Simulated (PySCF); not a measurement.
PySCF 2.14 output of an unrestricted PW91 calculation on a single atom or ion in aug-cc-pwCVTZ-DK with one added diffuse shell each of s, p, d, f, g type (11s10p8d5f4g, 152 functions), with scalar relativity by spin-free X2C-1e:

```
SCF conv_tol = 1e-09
number electrons alpha = 16  beta = 11
    J. P. Perdew. In P. Ziesche and H. Eschrig, editors, Proceedings of the 75. WE-Heraeus-Seminar and 21st Annual International Symposium on Electronic Structure of Solids, 11. Berlin, 1991. Akademie Verlag.
    J. P. Perdew, J. A. Chevary, S. H. Vosko, K. A. Jackson, M. R. Pederson, D. J. Singh, and C. Fiolhais.,  Phys. Rev. B 46, 6671 (1992)
    J. P. Perdew, J. A. Chevary, S. H. Vosko, K. A. Jackson, M. R. Pederson, D. J. Singh, and C. Fiolhais.,  Phys. Rev. B 48, 4978 (1993)
    J. P. Perdew. In P. Ziesche and H. Eschrig, editors, Proceedings of the 75. WE-Heraeus-Seminar and 21st Annual International Symposium on Electronic Structure of Solids, 11. Berlin, 1991. Akademie Verlag.
    J. P. Perdew, J. A. Chevary, S. H. Vosko, K. A. Jackson, M. R. Pederson, D. J. Singh, and C. Fiolhais.,  Phys. Rev. B 46, 6671 (1992)
    J. P. Perdew, J. A. Chevary, S. H. Vosko, K. A. Jackson, M. R. Pederson, D. J. Singh, and C. Fiolhais.,  Phys. Rev. B 48, 4978 (1993)
cycle= 1 E= -1392.98363774694  delta_E= -0.0265  |g|= 0.0696  |ddm|= 0.967
cycle= 2 E= -1392.98317660655  delta_E= 0.000461  |g|= 0.0994  |ddm|= 0.627
cycle= 3 E= -1392.98458287753  delta_E= -0.00141  |g|= 0.0046  |ddm|= 0.138
cycle= 4 E= -1392.98458929696  delta_E= -6.42e-06  |g|= 0.00041  |ddm|= 0.145
cycle= 5 E= -1392.9845900437  delta_E= -7.47e-07  |g|= 8.93e-05  |ddm|= 0.0787
cycle= 6 E= -1392.98459010009  delta_E= -5.64e-08  |g|= 1.97e-05  |ddm|= 0.0255
cycle= 7 E= -1392.98459010107  delta_E= -9.85e-10  |g|= 5.74e-06  |ddm|= 0.00292
converged SCF energy = -1392.98459010107  <S^2> = 8.7536083  2S+1 = 6.0012026
```

The run itself started from symmetry-adapted Hartree-Fock orbitals and held the occupation by maximum overlap, on a logarithmic radial grid, so the iterations belong to that start.

Problem. Which element, charge and spin multiplicity is this?

Solution. Co (cobalt, neutral), multiplicity 6; the state was [Ar] 3d6 4s2 5s1, high-spin 6D determinant (an excited configuration).

The outer electron is Rydberg-like, and this basis confines it to a smaller radius and binds it less than a complete one would.
